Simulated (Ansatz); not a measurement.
**Question.** Predict a relaxed structure of `C[Si](C)(Cl)CCCCc1ccc(/N=N/c2ccccc2)cc1`, charge 0, singlet, at PBE-D4/def2-SVP (Ansatz).

**Answer.** 
```csv
atom,x (Å),y (Å),z (Å)
C1,-3.498,0.288,-4.632
Si2,-3.201,-0.395,-2.904
C3,-4.131,-2.006,-2.621
Cl4,-1.137,-0.826,-2.737
C5,-3.582,0.896,-1.578
C6,-3.400,0.410,-0.130
C7,-3.468,1.520,0.928
C8,-2.303,2.536,0.881
C9,-0.957,1.902,1.135
C10,-0.155,1.436,0.065
C11,1.055,0.783,0.295
C12,1.506,0.585,1.621
N13,2.711,-0.061,1.970
N14,3.411,-0.456,0.990
C15,4.615,-1.108,1.342
C16,5.409,-1.555,0.264
C17,6.621,-2.213,0.508
C18,7.048,-2.428,1.829
C19,6.257,-1.984,2.908
C20,5.047,-1.327,2.673
C21,0.719,1.050,2.696
C22,-0.496,1.697,2.453
H23,-2.915,1.215,-4.799
H24,-4.574,0.524,-4.775
H25,-3.202,-0.449,-5.405
H26,-5.227,-1.835,-2.673
H27,-3.893,-2.433,-1.626
H28,-3.861,-2.759,-3.389
H29,-2.920,1.765,-1.793
H30,-4.620,1.267,-1.739
H31,-2.429,-0.124,-0.035
H32,-4.181,-0.347,0.099
H33,-3.484,1.055,1.938
H34,-4.427,2.075,0.826
H35,-2.493,3.323,1.641
H36,-2.293,3.051,-0.104
H37,-0.499,1.577,-0.971
H38,1.675,0.408,-0.531
H39,5.042,-1.368,-0.757
H40,7.238,-2.560,-0.336
H41,8.000,-2.945,2.024
H42,6.596,-2.156,3.942
H43,4.407,-0.968,3.492
H44,1.094,0.886,3.718
H45,-1.104,2.056,3.299
```
 This is one stationary point.

Single mean-field runs in def2-SVP are fitted with def2-universal-jkfit.
